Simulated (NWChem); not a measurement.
CHOS cation; SMILES [SH+]=C=O

```xyz
4

O      0.0121    -1.7197     0.0000
C     -0.0028    -0.5995     0.0000
S      0.0778     1.0422     0.0000
H     -1.2827     1.1144     0.0000
```
Atoms are numbered in this order, from 1.

Level: PBE0-D3(BJ)/def2-TZVP (NWChem), optimised geometry, unscaled harmonic frequencies. 

| frequency (cm⁻¹) | IR intensity (km/mol) |
|---|---|
| 402 | 15.4 |
| 479 | 4.1 |
| 742 | 8.0 |
| 971 | 8.6 |
| 2310 | 335.0 |
| 2585 | 102.9 |

```
Quantity                                                                            Value
-----------------------------------------------------------------------  ----------------
zero-point energy                                                           10.7 kcal/mol
thermal correction to the enthalpy at 298.15 K (with zero-point energy)     13.5 kcal/mol
heat capacity Cv                                                          9.9 cal/(mol K)
entropy at 298.15 K and 1 atm (symmetry number 1)                        61.3 cal/(mol K)
```

Rigid rotor and harmonic oscillator.
